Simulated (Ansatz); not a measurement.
System: C₂H₃Cl₂, charge 0, multiplicity 2. It need not be the lowest isomer of its formula. 
Structure (B3LYP-D3(BJ)/def2-TZVP (Ansatz, an electronic-structure program) minimum search):
```xyz
7

C      0.5824    -0.7859     0.4126
C     -0.8011    -0.4146     0.6569
Cl    -1.6377     0.1690    -0.9037
Cl     1.7993     0.4070     0.3901
H      0.8612    -1.7377    -0.0133
H     -0.9041     0.4150     1.3491
H     -1.3931    -1.2668     0.9784
```
Charge 0, spin multiplicity 2.

Computed values are from Ansatz. Correlated levels leave the core frozen unless marked. Open shells are spin-unrestricted. No spin-orbit coupling. No relativistic terms. CBS marks a two-point X^-3 extrapolation of the correlation energy; Hartree-Fock from the larger set. The bracket is a focal-point correction in the basis named.

Problem. What is the total energy at RI-MP2/CBS(aug-cc-pV(T+d)Z,aug-cc-pV(Q+d)Z)+[CCSD(T)-MP2]/aug-cc-pV(T+d)Z?

Solution. -997.3975 Eh.

Problem. What is the T1 diagnostic at CCSD/aug-cc-pV(T+d)Z?

Solution. 0.015.

Problem. What is the dipole moment at CCSD(T)/aug-cc-pV(D+d)Z?

Solution. 1.98 D.

Problem. What is the atomisation energy De at RI-MP2/CBS(aug-cc-pV(T+d)Z,aug-cc-pV(Q+d)Z)+[CCSD(T)-MP2]/aug-cc-pV(T+d)Z?

Solution. 564.9 kcal/mol.
